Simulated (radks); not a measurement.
Results of a calculation; reference values are marked as such.
Task: Ionisation of the aluminium ion Al+, [Ne] 3s2, to [Ne] 3s1 as the strength of local exchange is varied. Level of theory: scalar-relativistic Kohn-Sham, Slater X-alpha exchange (alpha = 2/3 is LDA exchange), no correlation, spin-unpolarised, spherical densities, finite nucleus; Fermi nuclear charge, rms radius 3.061 fm (a radial shooting solver on a logarithmic mesh with Libxc functionals).

alpha  E(Al+) (hartree)  exchange (hartree)  IE (eV)  -e of the level emptied (eV)  <r> of it (bohr)
0.605        -239.11364           -14.74750   17.655                   13.235 (3s)             2.430
0.642        -240.01704           -15.69687   17.995                   13.562 (3s)             2.411
0.667        -240.62900           -16.34144   18.227                   13.785 (3s)             2.398
0.845        -245.02223           -21.00272   19.916                   15.424 (3s)             2.309
0.956        -247.79384           -23.97335   21.007                   16.490 (3s)             2.258
x            -249.73094           -26.06287   21.779                   17.248 (3s)             2.224

Which alpha was used in the last row?

Result: alpha = 1.033. NIST Atomic Spectra Database: 18.829 eV (measured). The Delta-SCF value meets it near alpha = 0.73. Spin polarisation and multiplet splitting are left out, so open shells lie too high by an amount that depends on their filling.

Beside tabulated values, note that spin-unpolarised runs miss the spin-polarisation part of the exchange energy of open shells.
